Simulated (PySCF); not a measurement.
**From a computed spectrum to the compound**

A species of 3 atoms with charge 0 has these harmonic modes (PBE0, small Gaussian bases with core potentials, PySCF 2.14.0):

```tsv
cm⁻¹	km/mol	symmetry
176	20.2	a'
550	126.9	a'
827	189.1	a'
```

Task: Which species is it, and in which structure?

Result: NdOF (singlet in the valence; each metal's 4f electrons, 3 of them, lie in its core potential, out of spins and levels):
```xyz
3

Nd    0.0491    0.0000   -0.2251
O     1.5502    0.0000    0.8682
F    -1.6721    0.0000    0.9507
```
Ideal gas at 298.15 K and 1 bar: S = 300.2 J/(mol K), Cp = 48.4 J/(mol K), H − H(0 K) = 12.2 kJ/mol (rigid rotor, harmonic modes, spin degeneracy alone, that of the 4f electrons in the core included). An lcecp potential fixes the number of 4f electrons, so in runs with it no electron can move into or out of that shell.
 Other answers can fit too; this one was computed.
